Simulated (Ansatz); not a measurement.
Consider the formal hydrolysis of a B–C bond: `CB(F)CO` + H₂O → `CB(O)F` + CH₃OH.

Program: Ansatz. Geometries: PBE0-D4/def2-TZVP. ΔE: electronic, gas phase. CBS: MP2 limit from def2 TZ/QZ plus the TZ coupled-cluster correction, frozen cores. This one scheme is used for every species. Functionals use def2-TZVPP. B3LYP here is the variant with VWN-RPA as its local correlation; programs differ in this. Each species was taken in one conformer, which may not be the lowest.

CCSD(T)/CBS gives -145.3 kJ/mol.

Task: Another level gave -150.0 kJ/mol. Which?
A. B3LYP/def2-TZVPP
B. LDA (SPW92)/def2-TZVPP
C. r2SCAN-D4/def2-TZVPP
D. HF/def2-TZVPP

Result: C. r2SCAN-D4 -150.0, LDA (SPW92) -145.9, B3LYP -154.9, HF/def2-TZVPP -163.9 kJ/mol.

Largest T1 diagnostic among the species: 0.012.

From BLYP to BHLYP (50 % exact exchange), in def2-TZVPP and without D4, ΔE moves by −4.1 kJ/mol. Leaving LDA and LC-ωPBE aside and taking each functional with its dispersion term where it has one, the values, not all of them listed here, spread over 14.3 kJ/mol, from BHLYP-D4 to revPBE-D4. At CCSD(T), def2-SVP lies −26.1 kJ/mol from the extrapolated value and def2-TZVPP −4.4 kJ/mol.

CCSD(T)/CBS has its own doubt, a few kJ/mol and more with outer-core shells, so smaller differences from it don't rank the levels.
